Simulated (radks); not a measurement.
Problem. O-, configuration [He] 2s2 2p5. All-electron calculation, non-relativistic Kohn-Sham, LDA (Slater exchange, VWN5 correlation), spin-polarised, spherical densities, point nucleus; open shells are filled with parallel spins first; Watson sphere of charge +1 and radius 1.85 bohr. Program: a radial shooting solver on a logarithmic mesh with Libxc functionals. Some entries of the table are withheld. Estimate them.

orbital  occ.  eigenvalue (hartree)  r(max) (bohr)  <r> (bohr)
1s up       1                   (1)         0.1300      0.2010
1s down     1                   (2)         0.1300      0.2008
2s up       1              -0.86188         0.8891         (3)
2s down     1              -0.81189         0.8949         (4)
2p up       3              -0.33365         0.8454       1.344
2p down     2              -0.28757         0.8615       1.402

Solution. 
(1) 1s up eigenvalue (hartree): -18.63068
(2) 1s down eigenvalue (hartree): -18.60696
(3) 2s up <r> (bohr): 1.182
(4) 2s down <r> (bohr): 1.199
